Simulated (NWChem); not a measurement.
Species: TaO, doublet; SMILES [O]=[Ta]

```xyz
2

Ta     0.0000     0.0000    -0.1522
O      0.0000     0.0000     1.5326
```
Atoms are numbered in this order, from 1.

All runs use the structure optimised with PBE0/def2-SVP, spin-unrestricted. No stability test was run on the SCF state. def2 effective core potentials on Ta; no spin-orbit coupling.

Question: List the 4 lowest vertical excitations from BHandHLYP/def2-SVPD with def2 effective core potentials on Ta, spin-unrestricted, TDA (NWChem).

Answer: 
| state | energy (eV) | oscillator strength | <S²> |
|---|---|---|---|
| state 1 | 0.65 | 0.000 | 2.73 |
| state 2 | 1.65 | 0.000 | 0.77 |
| state 3 | 1.72 | 0.001 | 2.09 |
| state 4 | 1.72 | 0.001 | 2.09 |
